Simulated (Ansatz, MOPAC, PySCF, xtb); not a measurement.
Complex: ethylamine (SMILES CCN) (first 10 atoms) with HF (SMILES F); geometry from B3LYP-D3(BJ)/def2-TZVP, rigid monomers moved along the line of their centres of mass till N3···H12 is 1.47 Å.
(charge 0, multiplicity 1):
```xyz
12

C      1.249     0.491     0.016
C     -0.258     0.310    -0.059
N     -0.691    -0.779     0.839
H      1.566     1.318    -0.619
H      1.559     0.697     1.041
H      1.768    -0.409    -0.325
H     -0.568     0.129    -1.094
H     -0.759     1.220     0.277
H     -1.694    -0.916     0.789
H     -0.254    -1.656     0.572
F      0.022    -0.036     3.056
H     -0.263    -0.365     2.185
```

| level | interaction energy (kcal/mol) | cost |
|---|---|---|
| GFN-FF | -2.90 | - |
| PM7 | 0.00 | - |
| HF/STO-3G (no counterpoise) | -2.70 | - |
| HF/3-21G (no counterpoise) | -18.91 | - |
| HF/6-31G* (no counterpoise) | -12.33 | - |
| HF/aug-cc-pVDZ | -11.01 | - |
| PBE/def2-TZVPPD | -15.41 | ×1 |
| PBE-D4/def2-TZVPPD | -16.25 | ×1 |
| r2SCAN/def2-TZVPPD | -16.56 | ×2 |
| r2SCAN-D4/def2-TZVPPD | -16.81 | ×2 |
| B3LYP/def2-TZVPPD | -14.17 | ×1 |
| B3LYP-D3(BJ)/def2-TZVPPD | -15.79 | ×1 |
| B3LYP-D4/def2-TZVPPD | -15.46 | ×1 |
| PBE0-D3(BJ)/def2-TZVPPD | -16.73 | ×1 |
| PBE0-D4/def2-TZVPPD | -16.57 | ×1 |
| M06-2X/6-31G* (no counterpoise) | -17.17 | - |
| wB97M-V/def2-TZVPPD | -14.78 | ×4 |
| MP2/6-31G* (no counterpoise) | -15.56 | - |
| SCS-MP2/aug-cc-pVDZ | -11.52 | - |
| CCSD(T)/aug-cc-pVDZ | -12.34 | ×10 |

The rows run from -18.91 (HF/3-21G (no counterpoise)) to 0.00 kcal/mol (PM7). The dispersion term adds -0.84 in PBE-D4, -0.25 in r2SCAN-D4, -1.62 in B3LYP-D3(BJ). The 4 functionals in def2-TZVPPD without D3 or D4 span 2.39, from r2SCAN to B3LYP.

Interaction energies are E(AB) − E(A) − E(B) at the monomers' geometry in the complex; basis-set methods are counterpoise corrected. Rows marked so take none.

Correlated levels freeze the cores. Rows in 3-21G, 6-31G*, STO-3G carry no dispersion term and start afresh at each structure (6-31G* with six Cartesian d functions). MP2/6-31G* freezes PySCF's default core. The state that PM7 reach isn't checked; PM7 holds dispersion and hydrogen-bond terms.

The values were computed with Ansatz (Gaussian basis) for Hartree–Fock, density functionals and correlated methods; MOPAC for PM7 (differences of heats of formation); PySCF for 3-21G rows, 6-31G* rows, STO-3G rows, the dispersion terms; xtb for the GFN methods. Values without a source in brackets are computed.

Costs are rough ratios of core time to PBE/def2-TZVPPD (about 8 s over the structures, on one shared machine); a dash marks a level with no comparable run of its own.

Ansatz is a program for electronic structure.
